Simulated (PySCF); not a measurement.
# BiF3(NH3) at several levels of theory

Computed with PySCF 2.14.0 (density fitting, no spin-orbit coupling) at the geometry relaxed with PBE0:

```xyz
8
BiF3(NH3) (singlet)
Bi    0.2717    0.8166    0.0712
F     1.3168   -0.3750    1.3598
F    -1.5297    0.2733    0.8490
F     0.3011   -0.6145   -1.3805
N    -1.5905    1.3887   -1.7427
H    -2.4250    1.1615   -1.2007
H    -1.7930    2.1871   -2.3416
H    -1.3870    0.5782   -2.3314
```

```json
{"level": "PBE0", "basis": "Bi def2-SVP with ECP60, F def2-SVP, N def2-SVP, H def2-SVP", "state": "singlet", "HOMO (eV)": "-8.47", "gap (eV)": "7.46", "charge on Bi1 (e)": "1.33", "dipole about the centre of mass (D)": "6.83", "largest force component (eV/Å)": "0.04"}
{"level": "PBE0", "basis": "Bi def2-TZVP with ECP60, F def2-TZVP, N def2-TZVP, H def2-TZVP", "state": "singlet", "HOMO (eV)": "-8.80", "gap (eV)": "7.43", "charge on Bi1 (e)": "1.43", "dipole about the centre of mass (D)": "6.90", "largest force component (eV/Å)": "0.79"}
```

Charges are Mulliken's, which hang on the basis. The relaxation used the grid (50, 194), these runs (75, 302) or, all-electron (x2c bases, spin-free X2C Hamiltonian), (99, 590).

(1) A further run in the first row's basis gives HOMO (eV) -8.19, gap (eV) 6.95, charge on Bi1 (e) 1.29, dipole about the centre of mass (D) 6.73, largest force component (eV/Å) 0.33. Which level was it?
A. TPSS
B. B3LYP

## Answers

(1) B. The others give HOMO -7.01 eV (TPSS).
